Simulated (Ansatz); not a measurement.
Mulliken charges of C2H4ClOSi, SMILES `C=C[Si](O)Cl` radical from ωB97M-V/def2-TZVPP in Ansatz (PBE0-D4/def2-TZVP geometry).

```csv
atom,x (Å),y (Å),z (Å),charge (e)
C1,-0.625,-1.353,-0.529,-0.185
C2,-0.207,-0.752,0.584,-0.199
Si3,0.842,0.764,0.553,0.435
O4,0.752,1.377,-0.968,-0.335
Cl5,0.155,2.131,1.950,-0.225
H6,-0.407,-0.946,-1.511,0.112
H7,-1.210,-2.268,-0.499,0.113
H8,-0.436,-1.191,1.552,0.104
H9,1.226,2.191,-1.149,0.179
```

By hand: the dipole of these point charges (1 e Å = 4.8032 D).

Σ q r = (0.228, -0.302, -0.162) e Å, of length 0.412 e Å = 1.98 D.

How does the dipole of the full density compare? (An estimate is asked.)

Computed: (0.116, -0.108, -0.216) e Å, 1.29 D; the point charges give 1.53 times that, at 31° from its direction.

Point charges leave out the atoms' own dipoles, such as those of lone pairs, and Mulliken's split depends on the basis, so the two needn't agree.
